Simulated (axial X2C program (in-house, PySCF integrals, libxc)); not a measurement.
**Spin–orbit effects down a group: molecules with Mg, HF**

Calculated with an axial X2C code built on PySCF integrals, spin-free (one-electron X2C) or two-component (2c: spin–orbit coupling with atomic mean-field Coulomb and Gaunt terms, which also bring small scalar terms), in Dyall basis sets with cores contracted in-house; open shells are unrestricted.

Basis sets: C dyall-v3z, Ge dyall-cv3z, Mg dyall-cv3z, Si dyall-v3z, Sn dyall-cv3z.

| molecule | spin-free state | Re (Å) | ωe (cm⁻¹) | De (eV) | 2c state | Re 2c (Å) | ωe 2c (cm⁻¹) | De 2c (eV) |
| --- | --- | --- | --- | --- | --- | --- | --- | --- |
| MgC | M_S = 1, Λ = 0 | 2.059 | 591.3 | 1.43 | Ω = 1 | 2.059 | 591.2 | 1.43 |
| MgSi | M_S = 1, Λ = 0 | 2.594 | 302.8 | 0.72 | Ω = 1 | 2.594 | 302.7 | 0.72 |
| MgGe | ? | ? | ? | ? | ? | ? | ? | ? |
| MgSn | M_S = 1, Λ = 0 | 2.847 | 203.0 | 0.53 | Ω = 1 | 2.855 | 200.0 | n/a |

Problem. Estimate the 2c Re and ωe of MgGe as the mean of its neighbours in the table.

Solution. Re ≈ 2.724 Å, ωe ≈ 251.3 cm⁻¹. The HF runs give the row below, so the estimate misses by 0.083 Å and 10.7 cm⁻¹.

```tsv
molecule	spin-free state	Re (Å)	ωe (cm⁻¹)	De (eV)	2c state	Re 2c (Å)	ωe 2c (cm⁻¹)	De 2c (eV)
MgGe	M_S = 1, Λ = 0	2.640	241.6	0.66	Ω = 1	2.642	240.7	n/a
```

Each entry is the lowest single determinant of a limited PBE0 search at one distance. De goes to single-determinant-based atoms at the same level (for ions the charge split of lowest energy) and is withheld (n/a) where an atom does not fit its ground term or J level. Main or longest-lived isotopes. One determinant is a doubtful description, or other states lie close, for MgC, MgSi, MgGe, MgSn; these need not be ground states, and all values refer to the states named. Some open-shell Ω = 0 determinants are out of reach, so the Ω given for MgC, MgSi, MgGe, MgSn need not be the lowest component. With several unpaired electrons the Ω given is that of one determinant, not necessarily of the lowest component. Some light 2c atoms are not at their ground J level, so De misses part of their lowering (0.04 eV or less).
